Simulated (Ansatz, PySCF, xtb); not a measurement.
Gas-phase reaction R1 → 2 P1, each structure at its B3LYP-D3(BJ)/def2-TZVP stationary point, reached from a drawn start (curvature not checked).
R1, As4 (SMILES [As]12[As]3[As]1[As]23) (charge 0, multiplicity 1):
```xyz
4

As     0.867     0.867     0.867
As     0.867    -0.867    -0.867
As    -0.867     0.867    -0.867
As    -0.867    -0.867     0.867
```
P1: As2 (SMILES [As]#[As]), charge 0, multiplicity 1.

P less R. No zero-point or thermal terms; no spin–orbit coupling.

Programs: Ansatz (a program for electronic structure); PySCF for the D3/D4 terms; xtb for the GFN methods. Each number belongs to the level named beside it.

Task: One of these levels gives 57.40 kcal/mol for the reaction energy. Name it.
A. B3LYP-D4/def2-TZVPP
B. GFN2-xTB
C. revPBE-D3(BJ)/def2-TZVPP

Result: A, B3LYP-D4/def2-TZVPP. The others give 43.08 (GFN2-xTB), 66.69 (revPBE-D3(BJ)/def2-TZVPP)
